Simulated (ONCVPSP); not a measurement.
# argon: one change to an ONCV potential, before and after

```
Element                 : argon (Ar)
Generator               : ONCVPSP 4.0.1
Type                    : optimised norm-conserving Vanderbilt (ONCV)
Functional              : PBE
Relativity              : scalar-relativistic
Frozen core             : [Ne]
Valence charge          : 8
Reference configuration : 3s2 3p5.5 (charge +0.5)
Partial waves           : 3s: rc 1.15 bohr, ncon 4, nbas 8, qcut 6.1 1/bohr, 1 projector; 3p: rc 1.25 bohr, ncon 4, nbas 8, qcut 6.2 1/bohr, 3 projectors, debl 0.8 Ha; d scattering state at 0.04 Ha: rc 1.15 bohr, ncon 4, nbas 7, qcut 9.6 1/bohr, local
Local potential         : the d channel
Core correction         : Teter function, fcfact 4.25, rcfact 1.05
```

Change: d: qcut 8.2.

Cutoffs: the cutoffs (Ha) at which the residual kinetic energy of the hardest occupied pseudo-wave falls to 1 and 0.1 mHa per electron; they do not see the model core or the augmentation charge, which bear on the density cutoff. Errors are all-electron minus pseudo energies relative to the spin-unpolarised reference configuration.

**Question.** Predict the effect on cutoff, ghosts and configuration errors.

**Answer.** The potential gets neither clearly harder nor softer (19 Ha and 61 Ha → 19 Ha and 61 Ha); the bound ghosts move from p to p, s; the lowest positive-energy flag moves from s at 6.4 eV to none; of the 4 tests that both files solve, the error grows in 3 and shrinks in 0 by more than 15 % and 0.3 meV (median size 7.8 → 10.1 meV).

```csv
quantity,base,changed
"cutoff, loose",19 Ha,19 Ha
"cutoff, tight",61 Ha,61 Ha
bound ghosts,p,"p, s"
GHOST(+) flags under 300 eV,s at 6.4 eV,none
"error for 3s2 3p6, meV [ΔE -6.55 eV]",+1.2,+1.4
"error for 3s2 3p5, meV [ΔE 9.51 eV]",+0.1,+0.4
"error for 3s2 3p4, meV [ΔE 38.17 eV]",+14,+19
"error for 3s2 3p2, meV [ΔE 138.39 eV]",+246,+332
s: phases at 1.17 bohr within 0.05 rad from the reference energy up to (Ha; the scan ends near 5),-0.1,-0.4
p: phases at 1.27 bohr within 0.05 rad from the reference energy up to (Ha; the scan ends near 5),to the end of the scan,to the end of the scan
d: phases at 1.17 bohr within 0.05 rad from the reference energy up to (Ha; the scan ends near 5),to the end of the scan,to the end of the scan
"rms error of d²Exc/dni dnj with the model core, mHa",1.22,1.22
```

 A true bound ghost makes a file unfit for plane-wave use even where its test errors are small: the radial tests pick states by their node count and pass the ghost by.
